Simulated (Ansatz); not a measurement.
TiSe2. Charge 0, multiplicity 5. Geometry r2SCAN-D4/def2-TZVP; atoms count from 1.

Cartesian coordinates in Å:
```
Ti 0.913 -1.046 -0.739
Se 0.167 1.366 -0.052
Se -1.080 -0.320 0.792
```

At PBE0-D4/def2-TZVP a triplet of charge 0 lies 0.90 eV below the quintet, each at its own geometry. The structure comes from a short search, and lower isomers may exist.

(1) Estimate the Mulliken populations from the PBE0/def2-TZVP orbitals of Ansatz.

(2) Where does the spin sit?

(3) And the Mayer bond orders between bonded heavy atoms (over 0.3)?

Answers

(1) 
```csv
atom,charge (e),spin (α − β),d electrons
Ti1,0.37,3.04,2.55
Se2,-0.18,0.48,–
Se3,-0.18,0.48,–
```
Mulliken values and Mayer orders depend strongly on the basis.

(2) Summed by element: Ti 3.04, Se 0.96, of 4 unpaired in all. Largest on single atoms: Ti1 3.04, Se3 0.48, Se2 0.48.

(3) Ti1–Se2 0.59 (2.62 Å); Ti1–Se3 0.59 (2.62 Å); Se2–Se3 1.54 (2.26 Å).
